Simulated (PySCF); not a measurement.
# CdTe⁺: one state, many levels of theory

State: ²Π (doublet), unpaired electrons π ↑. Set-up: Cd def2-TZVPPD with ECP28, Te def2-TZVPPD with ECP28; scalar-relativistic core potentials (PySCF 2.14). De refers to Cd⁺ + Te in their high-spin ground configurations, without counterpoise correction. The functionals are run spin-unrestricted. A positive dipole points towards Te; it is taken about the centre of mass and depends on that origin.

| Level | Re (Å) | ωe (cm⁻¹) | De (eV) | μ (D) | CPU s a point (SCF and correlation, without the integrals) |
| --- | --- | --- | --- | --- | --- |
| ROHF | 2.680 | 188 | 0.54 | -6.37 | 2.5 |
| ROHF-MP2 | 2.607 | 192 | 1.66 | n/a | 6.2 |
| ROHF-SCS-MP2 | 2.636 | 185 | 1.58 | n/a | n/a |
| PBE | 2.659 | 175 | 2.18 | -3.71 | 2.8 |
| PBEsol | 2.618 | 185 | 2.36 | -3.68 | 1.8 |
| r²SCAN | 2.628 | 187 | 1.97 | -4.22 | 4.2 |
| TPSSh | 2.643 | 183 | 1.97 | -4.32 | 6.5 |
| r²SCANh | 2.625 | 189 | 1.88 | -4.41 | 6.6 |
| B3LYP | 2.676 | 172 | 1.92 | -3.95 | 5.9 |
| PBE0 | 2.640 | 185 | 1.89 | -4.40 | 6.6 |
| M06 | 2.677 | 175 | 2.18 | -3.55 | 7 |
| LC-ωPBE | 2.600 | 202 | 1.57 | -5.24 | 6.3 |

The bond length runs from 2.600 Å (LC-ωPBE) to 2.680 Å (ROHF). De spans 0.54 eV (ROHF, mean field) to 2.36 eV (PBEsol, GGA).

Correlated steps freeze 4 core orbitals. Spin–orbit coupling is left out, which matters for elements this heavy, above all for dissociation energies. For an ion De counts to the pair picked by the measured ionisation energies or electron affinities, which need not be the lowest pair at this level. The state is the lowest determinant that a PBE0 search found; another state may lie lower at other levels.

The whole job (state search and all levels along the bond) took about 8.2 min on 2 threads of Arm Neoverse V1 (shared host), peak memory 5.8 GiB.
